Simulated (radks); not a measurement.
Initial-state core-level shifts of the dysprosium ion Dy+ when its valence configuration changes from [Xe] 4f10 6s1. Calculated with a radial shooting solver on a logarithmic mesh with Libxc functionals: non-relativistic Kohn-Sham, LDA (Slater exchange, Perdew-Wang correlation), spin-polarised, spherical densities, point nucleus; open shells are filled with parallel spins first (spin-orbit coupling, left out, can overturn this in heavy ions); relativity is left out, which matters for an element this heavy. Shifts are changes of the shell-averaged eigenvalues in eV (positive: less bound); the change of the density at the nucleus, which sets a Mossbauer isomer shift, is in e/bohr^3, on a base of 2.045e+05.

valence                2s       2p       3p       4d  density at nucleus
4f9 6s1 6p1       -11.850  -11.717  -12.610  -11.656              +12.83
4f10 6p1           -1.109   -1.109   -1.102   -1.113               -8.30
4f11               +8.613   +8.520   +9.162   +8.660              -15.95
4f10 5d0.5 6s0.5   +1.192   +1.192   +1.165   +1.192               -4.78
4f8 5d1 6s1 6p1   -20.787  -20.492  -22.571  -20.168              +24.64
4f9 6s2           -10.952  -10.821  -11.710  -10.758              +22.52
4f10 6s0.5 6p0.5   -0.558   -0.558   -0.554   -0.560               -4.14
4f9 5d1 6s1        -7.868   -7.739   -8.698   -7.708              +10.21
4f9.5 6s1 6p0.5    -5.721   -5.659   -6.077   -5.660               +6.04
